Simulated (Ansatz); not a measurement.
Molecule: sum formula GeHBr2 (charge -1, singlet). It need not be the lowest isomer of its formula. Whether it binds its extra electron was not tested at this geometry. 
Structure (B3LYP-D3(BJ)/def2-TZVP (Ansatz, an electronic-structure program) minimum search):
SMILES: [Br][GeH-][Br]
```xyz
4

Br     1.9727    -0.3838    -0.3099
Ge    -0.0121     0.8231     0.7151
Br    -1.9611    -0.4237    -0.3306
H     -0.0170     1.9217    -0.4658
```
Charge -1, spin multiplicity 1.

Parts of the frozen-core correlation energy in STO-3G (Ansatz, hartree). Frozen orbitals: 42; correlated occupied orbitals by spin: 10 and 10; virtual: 3 and 3. No spin-orbit coupling. Non-relativistic.

| term | value |
|---|---|
| reference (HF) | -7141.65633 |
| MP2 opposite-spin | -0.03294 |
| MP2 same-spin | ___ |
| CCSD correlation | ___ |
| (T) | ___ |
| T1 diagnostic | 0.007 |
| largest doubles amplitude | 0.071 |

Task: Fill in the missing entries.

Result: 
- MP2 same-spin, value: -0.00144
- CCSD correlation, value: -0.04891
- (T), value: -0.00053
